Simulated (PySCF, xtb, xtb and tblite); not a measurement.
Relaxed torsion scan: SMILES FB(F)B(F)F, singlet. Scanned: dihedral F1–B2–B4–F5; all other coordinates were relaxed at GFN2-xTB. Points at φ and −φ are mirror images. Heavy atoms are numbered in the order of the SMILES FB(F)B(F)F, hydrogens after them in the order of the atoms that carry them; the mirror image has the same energies with the sign of each dihedral reversed.

Levels: RKS-B3LYP/6-31G* = restricted B3LYP/6-31G*, spherical d // GFN2-xTB (PySCF); GFN2-xTB (xtb and tblite); GFN1-xTB // GFN2-xTB (xtb).

Energies in kJ/mol, each method relative to its own lowest point.

```
φ / °  RKS-B3LYP/6-31G*  GFN2-xTB  GFN1-xTB
-----  ----------------  --------  --------
-150                0.3       1.9       1.0
-120                0.2       0.6       0.4
-90                 0.0       0.0       0.0
-60                 0.1       0.6       0.4
-30                 0.3       1.9       1.0
0                   0.2       2.6       1.3
30                  0.3       1.9       1.0
60                  0.1       0.6       0.4
90                  0.0       0.0       0.0
120                 0.2       0.6       0.4
150                 0.3       1.9       1.0
180                 0.3       2.6       1.4
```
